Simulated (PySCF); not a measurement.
Electric field gradients and quadrupole coupling constants

C7H10O2.
Geometry (PBE0-D3(BJ)/def2-SVP, Å), atoms numbered from 1 in this order:
```xyz
19
C7H10O2 angstrom
C      1.859   -1.653    0.881
C      1.858   -0.594    0.060
C      0.682    0.105   -0.458
C      0.786    1.041   -1.417
C     -0.695   -0.255    0.080
C     -1.206   -1.486   -0.652
O     -0.949   -2.617   -0.350
O     -1.651    0.740   -0.138
C     -1.600    1.798    0.778
H      0.937   -2.135    1.217
H      2.801   -2.103    1.204
H      2.817   -0.194   -0.288
H      1.760    1.318   -1.827
H     -0.102    1.548   -1.799
H     -0.615   -0.505    1.156
H     -1.856   -1.226   -1.527
H     -2.401    2.502    0.515
H     -0.633    2.331    0.745
H     -1.767    1.444    1.813
```

Field gradients from the PBE0/pcSseg-1 density (PySCF, non-relativistic), principal values in atomic units, ordered |Vxx| ≤ |Vyy| ≤ |Vzz|:

| atom | Vxx | Vyy | Vzz |
| --- | --- | --- | --- |
| O7 | 0.4283 | 1.5717 | -2.0000 |
| O8 | -0.0227 | -1.9838 | 2.0065 |

Problem. Find the asymmetry η = (Vxx − Vyy)/Vzz and the couplings χ = eQV/h (234.96 MHz × Q in barn × V in au), with Q(17O) = −0.0256 b.

Solution. 
```csv
atom,environment,nucleus,η,χzz (MHz),χxx (MHz),χyy (MHz)
O7,aldehyde oxygen,17O,0.57,12.03,-2.58,-9.45
O8,ether oxygen,17O,0.98,-12.07,0.14,11.93
```

At O8 η is above 0.9: Vyy and Vzz are nearly equal in size and opposite in sign, so a small change could swap them and flip the sign of χzz. The tensor is traceless: Vxx + Vyy + Vzz = 0.

Problem. What is Vzz at O7 in SI units (1 au = 9.71736 × 10²¹ V/m²)?

Solution. -2.0000 au = -19.435 × 10²¹ V/m².

Problem. What couplings would deuterons (Q(2H) = 0.00286 b) have in place of the hydrogens, at this geometry?

Solution. 
```json
{"atom": "H10", "bonded to": "C1", "bond length (Å)": "1.092", "Vzz (au)": "0.2996", "η": "0.08", "χzz (kHz)": "201"}
{"atom": "H11", "bonded to": "C1", "bond length (Å)": "1.093", "Vzz (au)": "0.3072", "η": "0.05", "χzz (kHz)": "206"}
{"atom": "H12", "bonded to": "C2", "bond length (Å)": "1.096", "Vzz (au)": "0.2973", "η": "0.08", "χzz (kHz)": "200"}
{"atom": "H13", "bonded to": "C4", "bond length (Å)": "1.093", "Vzz (au)": "0.3065", "η": "0.06", "χzz (kHz)": "206"}
{"atom": "H14", "bonded to": "C4", "bond length (Å)": "1.092", "Vzz (au)": "0.3046", "η": "0.03", "χzz (kHz)": "205"}
{"atom": "H15", "bonded to": "C5", "bond length (Å)": "1.108", "Vzz (au)": "0.2648", "η": "0.08", "χzz (kHz)": "178"}
{"atom": "H16", "bonded to": "C6", "bond length (Å)": "1.120", "Vzz (au)": "0.2483", "η": "0.02", "χzz (kHz)": "167"}
{"atom": "H17", "bonded to": "C9", "bond length (Å)": "1.098", "Vzz (au)": "0.2882", "η": "0.07", "χzz (kHz)": "194"}
{"atom": "H18", "bonded to": "C9", "bond length (Å)": "1.105", "Vzz (au)": "0.2730", "η": "0.08", "χzz (kHz)": "183"}
{"atom": "H19", "bonded to": "C9", "bond length (Å)": "1.107", "Vzz (au)": "0.2733", "η": "0.09", "χzz (kHz)": "184"}
```

The structure is a single PBE0-D3(BJ)/def2-SVP conformer in the gas phase; no vibrational or solvent corrections. These gradients aren't converged with respect to the basis.
